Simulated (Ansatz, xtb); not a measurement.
Ranking isomers of CH6GeSe

3 gas-phase structures of CH6GeSe, from a drawn sample of its isomers (lower ones may exist). Each was relaxed with GFN2-xTB:

A. `C[Se][GeH3]`, a singlet
B. `[GeH3][CH2][SeH]`, a singlet
C. `[CH3][GeH2][SeH]`, a singlet

Problem. Estimate their order in r2SCAN-D4/def2-SVP energy at these geometries, lowest first.

Solution. Calculated order at r2SCAN-D4/def2-SVP: C (0.0), A (10.0), B (28.3) kcal/mol.

Energies above the lowest of each column, in kcal/mol; the last columns are at PBE0-D4/def2-SVP geometries:

| structure | GFN2-xTB | HF/STO-3G | r2SCAN-D4/def2-SVP | PBE0-D4/def2-SVP | CCSD(T)/def2-SVP + ΔMP2/def2-TZVPP |
| --- | --- | --- | --- | --- | --- |
| C | 0.0 | 0.0 | 0.0 | 0.0 | 0.0 |
| A | 2.6 | 4.7 | 10.0 | 10.0 | 10.2 |
| B | 28.9 | 27.1 | 28.3 | 27.9 | 26.7 |

Every level run on C puts it lowest or level with the lowest. Flexible structures stand in one conformer each, not always the lowest. ΔMP2 is the change of the MP2 energy from the smaller to the larger basis.

Programs: Ansatz 0.2.0, xtb 6.7.1.
